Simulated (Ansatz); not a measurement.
Species: LaF$_{3}$, net charge 1, doublet state. The spin state was set by rule; other spins were not relaxed. 
Geometry from a B3LYP-D3(BJ)/def2-TZVP (Ansatz, an electronic-structure program) optimisation:
```xyz
4

La     0.0688     0.0404    -0.0056
F     -1.7635    -1.0351     0.1436
F     -0.3294     1.9623    -0.9164
F      1.6571    -1.1830     0.8083
```
Charge +1, spin multiplicity 2.

Total electronic energies in hartree. Correlated levels leave the core frozen unless marked. Open shells are spin-unrestricted. No spin-orbit coupling. Frozen are the shells of the preceding noble gas and the d and f shells that filled before the atom's block. Past Kr the def2 sets carry scalar-relativistic core potentials.  The program attaches cautions to a run behind CCSD/def2-SVP: other roots.

The Hartree-Fock reference is unstable (checked in the largest basis), which strains HF and MP2. 

| level | program | energy (Eh) |
|---|---|---|
| PBE/def2-TZVPD | Ansatz | -330.82684 |
| r2SCAN-D3(BJ)/def2-TZVPD | Ansatz + dftd3 | … |
| PBE0-D3(BJ)/def2-TZVPD | Ansatz + dftd3 | -330.77088 |
| PBE0/def2-TZVPD | Ansatz | -330.76943 |
| CAM-B3LYP/def2-TZVPD | Ansatz | … |
| RPA@PBE/def2-QZVPP | Ansatz | -330.75115 |
| RI-MP2/def2-TZVPP | Ansatz | … |
| CCSD/def2-SVP | Ansatz | -329.63905 |

What belongs in the gaps?


- r2SCAN-D3(BJ)/def2-TZVPD, energy (Eh): -330.97328
- CAM-B3LYP/def2-TZVPD, energy (Eh): -330.94910
- RI-MP2/def2-TZVPP, energy (Eh): -330.19959
